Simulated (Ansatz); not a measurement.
A run for Ansatz (a first-principles code): R-CCSD(T)/aug-cc-pV(T+d)Z on CH2OS (a complex). Files ending in .json are basis or fitting sets from the Basis Set Exchange.

Ansatz 0.2 input:
```yaml
crystal:
  periodic: [false, false, false]
  atoms:
    - {symbol: O, position_ang: [1.42888886, 0.60524587, 0.11109722]}
    - {symbol: C, position_ang: [0.38896886, 0.17318790, -0.14694875]}
    - {symbol: S, position_ang: [-1.01719678, -0.41113910, -0.49456255]}
    - {symbol: H, position_ang: [0.47026707, 0.19333344, 3.02195296]}
    - {symbol: H, position_ang: [-0.21461953, -0.09247748, 2.96600832]}
basis:
  gaussian:
    orbitals: aug-cc-pV_T+d_Z.json
magnetization: {spin_polarized: false}
correlation: {method: ccsd_t, electrons: outside_noble_gas}
scf: {lower_state_search: off}
```

Problem. Predict the final total energy.

Solution. -512.1067 hartree (reference determinant -511.4761, T1 diagnostic 0.018).

Problem. How many basis functions does it have, and what does it roughly cost on one machine?

Solution. 193 functions; roughly 40 core-seconds.
